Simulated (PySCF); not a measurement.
N-phenylethylenediamine, C8H12N2.
Atom-mapped SMILES: `[NH2:1][CH2:2][CH2:3][NH:4][c:5]1[cH:6][cH:7][cH:8][cH:9][cH:10]1` (hydrogens: H11, H12 on N1; H13, H14 on C2; H15, H16 on C3; H17 on N4; H18 on C6; H19 on C7; H20 on C8; H21 on C9; H22 on C10)

Method used: PBE0-D3(BJ)/def2-SVP geometry optimisation, gas phase in PySCF.

(1) What internal coordinates does the optimisation give?

Answers

(1) 
```json
{"bond": "N1–C2", "length (Å)": "1.451", "order": "single"}
{"bond": "C2–C3", "length (Å)": "1.521", "order": "single"}
{"bond": "C3–N4", "length (Å)": "1.432", "order": "single"}
{"bond": "N4–C5", "length (Å)": "1.374", "order": "single"}
{"bond": "C5–C6, C5–C10", "length (Å)": "1.409", "order": "aromatic"}
{"bond": "C6–C7, C9–C10", "length (Å)": "1.391", "order": "aromatic"}
{"bond": "C7–C8, C8–C9", "length (Å)": "1.395", "order": "aromatic"}
{"bond": "N1–H11, N1–H12", "length (Å)": "1.018", "order": "single"}
{"bond": "C2–H13, C2–H14", "length (Å)": "1.105", "order": "single"}
{"bond": "C3–H15", "length (Å)": "1.104", "order": "single"}
{"bond": "C3–H16", "length (Å)": "1.114", "order": "single"}
{"bond": "N4–H17", "length (Å)": "1.017", "order": "single"}
{"bond": "C6–H18, C10–H22", "length (Å)": "1.092", "order": "single"}
{"bond": "C7–H19, C9–H21", "length (Å)": "1.093", "order": "single"}
{"bond": "C8–H20", "length (Å)": "1.092", "order": "single"}
```

Bonds in one row agree within 0.01 Å and their mean is given. Orders are formal, as drawn. A selection of angles:
```json
{"angle": "C2–N1–H11", "degrees": "110.9"}
{"angle": "H11–N1–H12", "degrees": "107.0"}
{"angle": "N1–C2–C3", "degrees": "110.1"}
{"angle": "N1–C2–H13", "degrees": "114.8"}
{"angle": "N1–C2–H14", "degrees": "107.9"}
{"angle": "C3–C2–H13", "degrees": "108.7"}
{"angle": "C3–C2–H14", "degrees": "108.3"}
{"angle": "H13–C2–H14", "degrees": "106.9"}
{"angle": "C2–C3–N4", "degrees": "109.0"}
{"angle": "C2–C3–H15", "degrees": "108.9"}
{"angle": "N4–C3–H15", "degrees": "110.9"}
{"angle": "H15–C3–H16", "degrees": "106.1"}
{"angle": "C3–N4–C5", "degrees": "123.2"}
{"angle": "C3–N4–H17", "degrees": "111.7"}
{"angle": "C5–N4–H17", "degrees": "116.9"}
{"angle": "N4–C5–C6", "degrees": "119.8"}
{"angle": "N4–C5–C10", "degrees": "122.3"}
{"angle": "C6–C5–C10", "degrees": "117.9"}
{"angle": "C5–C6–C7", "degrees": "120.9"}
{"angle": "C5–C6–H18", "degrees": "118.9"}
{"angle": "C7–C6–H18", "degrees": "120.2"}
{"angle": "C6–C7–C8", "degrees": "120.9"}
{"angle": "C6–C7–H19", "degrees": "119.1"}
{"angle": "C8–C7–H19", "degrees": "119.9"}
{"angle": "C7–C8–C9", "degrees": "118.6"}
{"angle": "C7–C8–H20", "degrees": "120.7"}
{"angle": "C5–C10–C9", "degrees": "120.5"}
{"angle": "H12–N1–C2", "degrees": "111.4"}
```

Dihedral angles: N1–C2–C3–N4 -52° (synclinal); C2–C3–N4–C5 178° (antiperiplanar); C3–N4–C5–C6 -167° (antiperiplanar). The mirror-image conformer, all signs reversed, is as good.

N4 (aniline-type nitrogen) has angles 123.2°, 116.9° and 111.7°, sum 351.7°, 0.21 Å off the plane of its three neighbours. The 3 C–N bonds span 1.374 Å (N4–C5, drawn single) to 1.451 Å (N1–C2, drawn single), a spread of 0.077 Å. N1 (primary amine nitrogen) is pyramidal (angles 111.4°, 110.9° and 107.0°, sum 329.3°, 0.37 Å off the plane of its three neighbours). The 6-membered ring C5–C6–C7–C8–C9–C10 has internal angles of 117.9° to 121.2° (sum 720°, against 720° for a flat polygon); it is planar, 0.00 Å rms from its mean plane, widest ring torsion 1°. The C–C distances run from 1.388 Å (C6–C7, aromatic) to 1.521 Å (C2–C3, drawn single), a spread of 0.133 Å. H17 on N4 lies 2.25 Å from N1, 4 bonds away (angle at H 110°; Bondi radii sum to 2.75 Å). Of the pairs four or more bonds apart, those above aside, C3···H22 is among the closest relative to their van der Waals radii: 2.61 Å, 90 % of the sum of Bondi's values.

Point group: C1 (no symmetry element, even within 0.4 Å). Not checked by PBE0-D3(BJ)/def2-SVP frequencies. One conformer, not necessarily the lowest (H–N1–C2–C3 -73° and 168°, N1–C2–C3–N4 -52°, C2–C3–N4–C5 178°, C3–N4–C5–C6 -167°).
